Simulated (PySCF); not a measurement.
Compound: C₄H₅F₃N (doublet state).
Geometry (GFN2-xTB, Å), atoms numbered from 1 in this order:
```xyz
13
C4H5F3N angstrom
C     -1.8990    0.8057   -0.7301
C     -0.6595    0.8671   -0.1832
F     -0.2141    2.0968    0.1967
C      0.2447   -0.1761    0.0601
N     -0.0131   -1.4804   -0.2842
C      1.5912    0.0818    0.6508
F      2.5906   -0.2718   -0.2079
F      1.7887   -0.7102    1.7490
H     -2.4751    1.7026   -0.8451
H     -2.3232   -0.1184   -1.0674
H     -0.9714   -1.7448   -0.4357
H      0.5853   -2.1773    0.1309
H      1.7505    1.1256    0.9483
```

The hyperfine couplings belong to this conformer and change with its torsions.

The species is `C=C(F)[C](N)C(F)F` [radical].

Computed with PySCF, UKS B3LYP, pcH-1 on C F H N, non-relativistic, mean-field spin-orbit, GIAO. Geometry: GFN2-xTB, one conformer, isolated molecule. The geometry wasn't refined by DFT: couplings that depend on bond lengths, twists or pyramidal angles can differ widely from those at the functional's own minimum. The frame is twisted about the C4–N5 bond at this geometry (dihedral C6–C4–N5–H12 = 18°); couplings at other torsion angles weren't computed. The SCF solution wasn't tested for stability.

**Question.** Give the principal g shifts and their parts.

**Answer.** 
```
                    Δg (ppm)     1     2     3
relativistic mass correction  -174  -174  -174
            gauge correction    13    51    34
   orbital Zeeman/spin–orbit   110   225   876
                       total   -50   102   736
```

So g = 2.00227, 2.00242, 2.00306 and g_iso = 2.00258; the tensor is rhombic: the two nearest values differ by 19 % of g3 − g1. Axes: g2 points within 15° of the C4–N5 bond.

**Question.** What are the electron Larmor frequencies g μB B/h along the three axes at 350 mT?

**Answer.** 9.8085, 9.8092, 9.8123 GHz for g1, g2 and g3, a range of 3.9 MHz.

**Question.** How much does each term add to the isotropic shift?

**Answer.** The orbital-Zeeman/spin–orbit term 403, the mass correction -174 and the gauge correction 33 ppm, for a total of 263 ppm. The orbital-Zeeman/spin–orbit term is the largest in size. The mass correction is the same along every axis, so the anisotropy comes from the other two: their spans along these axes are 37 (gauge) and 765 ppm (orbital Zeeman/spin–orbit).

**Question.** In a frozen sample, at which fields do the three g values resonate at 9.5, 34, 94 and 263 GHz (hyperfine left aside), and which band first spreads them over more than twice a line width of 0.3 mT?

**Answer.** 
```json
{"band": "X", "GHz": "9.5", "B(g3) mT": "338.86", "B(g2) mT": "338.97", "B(g1) mT": "338.99", "spread mT": "0.13"}
{"band": "Q", "GHz": "34.0", "B(g3) mT": "1212.76", "B(g2) mT": "1213.14", "B(g1) mT": "1213.24", "spread mT": "0.48"}
{"band": "W", "GHz": "94.0", "B(g3) mT": "3352.92", "B(g2) mT": "3353.98", "B(g1) mT": "3354.24", "spread mT": "1.32"}
{"band": "J", "GHz": "263.0", "B(g3) mT": "9381.04", "B(g2) mT": "9384.02", "B(g1) mT": "9384.73", "spread mT": "3.69"}
```

The spread grows in proportion to the frequency. W band is the first where it exceeds 0.6 mT.

Largest spin populations (Mulliken): C1 (+0.52), C4 (+0.51), C2 (-0.18) and N5 (+0.18). Three atoms exceed +0.15. The positive populations add up to 1.24 and the negative ones to -0.24, together 2S = 1. The angles at C1 add up to 360.0°, so it is planar.

The HOMO–LUMO gaps are 5.66 eV among the α and 4.71 eV among the β orbitals.
